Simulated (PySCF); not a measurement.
# Working out the ionisation energy of Sb

Sb [Kr] 4d10 5s2 5p3 (4S) → Sb⁺ [Kr] 4d10 5s2 5p2 (3P). Computed with PySCF 2.14 in aug-cc-pwCVTZ-DK3 with one added diffuse shell each of s, p, d, f type (11s10p8d5f1g, 125 functions), with the spin-free X2C one-electron Hamiltonian (Gaussian nucleus). Frozen: [Ar] 3d10. Energies in hartree (1 hartree = 27.21139 eV):

```tsv
part	Sb (lower)	Sb⁺ (upper)
UHF	-6477.739046	-6477.424186
MP2 opposite-spin	-0.487679	-0.479011
MP2 same-spin	-0.263797	-0.251537
```

**Question.** What does Hartree-Fock give?

**Answer.** (-6477.424186) − (-6477.739046) = 0.314860 hartree = 8.568 eV.

**Question.** What do MP2 and SCS-MP2 (6/5 opposite-spin, 1/3 same-spin) give?

**Answer.** The opposite-spin parts differ by 0.236 eV and the same-spin parts by 0.334 eV. MP2: 8.568 + (0.236) + (0.334) = 9.138 eV. SCS-MP2: 8.568 + 1.2 × (0.236) + (0.334)/3 = 8.963 eV.

Measured between the centres of the two terms (NIST): 9.124 eV, so MP2 (valence and next inner shell) is off by 0.014 eV.

What remains against the reference includes basis incompleteness, the frozen core and correlation beyond second order.
